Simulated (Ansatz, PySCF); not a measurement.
Reaction (SMILES): Cl[Te]Cl [chloro tellurohypochlorite] → Cl[Te] + Cl atom (the Cl-Te bond at the site shown breaks; other sites are not compared here)
Geometries: B3LYP-D3(BJ)/def2-TZVP minima from Ansatz (a program for electronic structure).

Wanted: bond dissociation energy (enthalpy at 298 K, with B3LYP-D3(BJ) rigid-rotor harmonic-oscillator terms from PySCF), in eV. Correlated levels leave the core frozen unless marked. Open shells are spin-unrestricted. Spin-orbit coupling is left out. The frozen core is the preceding noble-gas configuration, with the filled d and f shells of earlier blocks. In def2 rows, elements after Kr have scalar-relativistic effective core potentials. CBS(X,Y): correlation extrapolated as X^-3; Hartree-Fock from the larger set.

| level | program | bond dissociation energy (eV) |
|---|---|---|
| PBE-D3(BJ)/def2-TZVPD | Ansatz + dftd3 | 3.05 |
| PBE-D4/def2-TZVPD | Ansatz + dftd4 | 3.06 |
| BLYP-D4/def2-TZVPD | Ansatz + dftd4 | 2.86 |
| BLYP/def2-TZVPD | Ansatz | 2.73 |
| r2SCAN-D3(BJ)/def2-TZVPD | Ansatz + dftd3 | 2.87 |
| B97M-V/def2-TZVPD | Ansatz | (withheld) |
| BHLYP-D4/def2-TZVPD | Ansatz + dftd4 | (withheld) |
| CAM-B3LYP-D4/def2-TZVPD | Ansatz + dftd4 | (withheld) |
| SCS-MP2/def2-QZVPP | Ansatz | 2.86 |
| CCSD(T)/CBS(def2-TZVPP,def2-QZVPP) | Ansatz | 2.87 |

**Question.** Fill in the missing entries.

**Answer.** 
- B97M-V/def2-TZVPD, bond dissociation energy (eV): 2.96
- BHLYP-D4/def2-TZVPD, bond dissociation energy (eV): 2.54
- CAM-B3LYP-D4/def2-TZVPD, bond dissociation energy (eV): 2.68
